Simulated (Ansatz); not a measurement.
Reaction (atomization): `F[P+](F)(F)[Cu-][Br]` → Br• + Cu• + 3 F• + P•

Isolated molecules relaxed with PBE0-D4/def2-TZVP in Ansatz; ΔE leaves out vibrations. CBS: MP2 limit from def2 TZ/QZ plus the TZ coupled-cluster correction, frozen cores. This one scheme is used for every species, atoms too. For atomizations the MP2-based limit and the directly extrapolated one differ by several kJ/mol either way, and by 10 to 25 for some Ge, Se and Sn compounds, so smaller differences from it don't rank the levels. Functionals use def2-TZVPP. B3LYP here is the variant with VWN-RPA as its local correlation; programs differ in this. HSE06 is defined as in plane-wave codes. Open shells (•) are unrestricted, without spin–orbit coupling. Spin–orbit coupling would lower the free atoms: a little for F; clearly for Br. For Br, Cu outer-core shells are correlated without core-valence functions, so the limit isn't a true one: a few kJ/mol of doubt a bond, and 10 to 20 or more in all where bonds break to atoms. Scalar relativity is left out up to krypton. One conformer a species, not always the lowest.

`F[P+](F)(F)[Cu-][Br]`:

Cartesian coordinates in Å:
```
F -1.032 1.092 -1.300
P 0.130 0.327 -0.625
F 1.221 1.422 -0.661
F 0.595 -0.546 -1.814
Cu -0.257 -0.643 1.237
Br -0.656 -1.651 3.164
```

```tsv
level	ΔE (kJ/mol)	difference from CCSD(T)/CBS
LDA (SPW92)	2438.8	434.7
PBE-D4	2066.7	62.6
revPBE-D4	1968.9	-35.2
BLYP-D4	1995.7	-8.4
r2SCAN-D4	2026.6	22.5
B97M-V	1999.0	-5.1
PBE0-D4	1956.6	-47.5
B3LYP-D4	1947.8	-56.3
r2SCANh-D4	1982.7	-21.4
r2SCAN0-D4	1921.0	-83.1
BHLYP-D4	1823.5	-180.6
CAM-B3LYP-D4	1986.5	-17.6
ωB97X-V	2004.5	0.4
ωB97M-V	2001.8	-2.3
B2PLYP	1954.8	-49.3
PBE-QIDH	1950.0	-54.1
PBE	2049.6	45.5
revPBE	1923.5	-80.6
BLYP	1959.0	-45.1
PBE0	1942.1	-62.0
B3LYP	1919.9	-84.2
r2SCANh	1978.4	-25.7
HSE06	1944.3	-59.8
BHLYP	1799.2	-204.9
CAM-B3LYP	1971.4	-32.7
LC-ωPBE	1985.9	-18.2
RPA@PBE/def2-TZVPP	1737.3	-266.8
HF/def2-SVP	1137.3	-866.8
MP2/def2-SVP	1825.5	-178.6
CCSD/def2-SVP	1666.3	-337.8
CCSD(T)/def2-SVP	1707.1	-297.0
HF/def2-TZVPP	1246.1	-758.0
MP2/def2-TZVPP	2036.0	31.9
SCS-MP2/def2-TZVPP	1958.6	-45.5
CCSD/def2-TZVPP	1835.9	-168.2
CCSD(T)/def2-TZVPP	1900.3	-103.8
HF/def2-QZVPP	1258.7	-745.4
MP2/def2-QZVPP	2100.0	95.9
SCS-MP2/def2-QZVPP	2024.0	19.9
CCSD/CBS(def2)	1939.7	-64.4
CCSD(T)/CBS	2004.1	0
```

Largest T1 diagnostic among the species: 0.022.

The D4 term adds +27.9 kJ/mol with B3LYP and +14.5 kJ/mol with PBE0; it sums over pairs of atoms, weighted by their polarisabilities, and B3LYP, whose exchange is more repulsive, gets the larger term. In def2-TZVPP, CCSD(T) changes the Hartree–Fock value by +654.1 kJ/mol (the triples alone add +64.3 kJ/mol) and MP2 by +789.9 kJ/mol; breaking electron pairs costs correlation energy, which Hartree–Fock lacks. At CCSD(T), def2-SVP lies −297.0 kJ/mol from the extrapolated value and def2-TZVPP −103.8 kJ/mol: correlation converges slowly with the basis, and small sets miss more of it in the bonded molecule than in its fragments.
